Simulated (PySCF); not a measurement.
**How methods differ on the excitation energy of Ba**

Ba [Xe] 6s2 (1S) → Ba [Xe] 5d1 6s1 (3D), as a difference of total energies. Calculation: PySCF 2.14, in ANO-RCC-VTZP (8s7p4d2f1g, 72 functions); the spin-free X2C one-electron Hamiltonian (Gaussian nucleus). Correlated levels: valence: [Xe] frozen; valence and next inner shell: [Kr] 4d10 frozen. The calculations carry no spin-orbit coupling.

```tsv
method	excitation energy (cm⁻¹)
UHF	6833.3
LDA	7673.9
PBE0	6664.6
r2SCAN	4015.2
B2PLYP	9160.8
revPBE	5948.8
MP2 (valence)	9686.8
SCS-MP2 (valence)	10879
MP2 (valence and next inner shell)	9661.6
SCS-MP2 (valence and next inner shell)	10659
```

Estimate what BLYP gives.

7861.5 cm⁻¹, closest to LDA among the rows shown.

Estimate what PBE gives.

6447.9 cm⁻¹, closest to PBE0 among the rows shown.

Errors of the correlated levels include the incompleteness of this basis and the frozen core.

For comparison: 9357.0 cm⁻¹ (measured; NIST levels, between the centres of gravity of the two terms).
